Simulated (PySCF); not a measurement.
## Frontier levels across methods

Species: C4H8Si.
SMILES with atom numbers: `[SiH3:1][C@:2]12[CH2:3][C@H:4]1[CH2:5]2` (hydrogens: H6, H7, H8 on Si1; H9, H10 on C3; H11 on C4; H12, H13 on C5)

Geometry (PBE0-D3(BJ)/def2-SVP, Å), atoms numbered from 1 in this order:
```xyz
13
C4H8Si angstrom
Si     1.981   -0.732   -0.313
C      0.239   -0.532    0.275
C     -0.951   -1.452    0.189
C     -0.995   -0.109   -0.444
C     -0.527    0.689    0.717
H      2.482    0.578   -0.835
H      2.019   -1.748   -1.410
H      2.897   -1.186    0.778
H     -0.861   -2.321   -0.472
H     -1.544   -1.632    1.098
H     -1.137    0.177   -1.486
H     -0.070    1.663    0.512
H     -1.094    0.642    1.659
```

Basis pcSseg-2 throughout (PySCF), one geometry. Isolated species at its PBE0-D3(BJ)/def2-SVP geometry, gas phase.

Q: How do the orbital energies, the gap and the dipole change with the method?

A: 
| method | kind | HOMO (eV) | LUMO (eV) | gap (eV) | μ (D) | SCF cycles |
| --- | --- | --- | --- | --- | --- | --- |
| BLYP | GGA | -5.98 | -0.13 | 5.85 | 0.63 | 14 |
| B97-D | GGA | -6.07 | -0.06 | 6.00 | 0.64 | 14 |
| OPBE | GGA | -6.10 | -0.06 | 6.04 | 0.67 | 15 |
| PBE | GGA | -6.12 | -0.22 | 5.90 | 0.64 | 14 |
| KT2 | GGA | -6.13 | -0.25 | 5.88 | 0.63 | 15 |
| KT3 | GGA | -6.16 | -0.27 | 5.89 | 0.63 | 15 |
| BP86 | GGA | -6.20 | -0.15 | 6.05 | 0.65 | 14 |
| LDA | LDA | -6.23 | -0.40 | 5.82 | 0.61 | 13 |
| B97-2 | global hybrid | -7.01 | 0.57 | 7.58 | 0.63 | 13 |
| B3LYP | global hybrid | -7.05 | 0.29 | 7.34 | 0.61 | 14 |
| PBE0 | global hybrid | -7.26 | 0.53 | 7.79 | 0.63 | 14 |
| mPW1PW91 | global hybrid | -7.28 | 0.53 | 7.81 | 0.63 | 13 |
| BHandHLYP | global hybrid | -8.28 | 1.15 | 9.43 | 0.59 | 12 |
| CAM-B3LYP | range-separated hybrid | -8.56 | 1.29 | 9.86 | 0.58 | 12 |
| wB97X-D | range-separated hybrid | -9.07 | 2.20 | 11.27 | 0.61 | 13 |
| HF | Hartree–Fock | -9.86 | 2.76 | 12.62 | 0.61 | 10 |
| LC-wPBE | range-separated hybrid | -9.91 | 2.39 | 12.30 | 0.59 | 13 |

The HOMO spans 3.93 eV, from BLYP down to LC-wPBE, and the gap runs from 5.82 eV (LDA) to 12.62 eV (HF). Over the methods BLYP (0 %), B97-D (0 %), OPBE (0 %), PBE (0 %), KT2 (0 %), KT3 (0 %), BP86 (0 %), LDA (0 %), B97-2 (21 %), B3LYP (20 %), PBE0 (25 %), mPW1PW91 (25 %), BHandHLYP (50 %), HF (100 %), a straight line through the gap against the share of exact exchange rises by 0.68 eV for each 10 % (correlation coefficient 0.998). The dipole ranges from 0.58 D (CAM-B3LYP) to 0.67 D (OPBE). This basis has no diffuse functions.
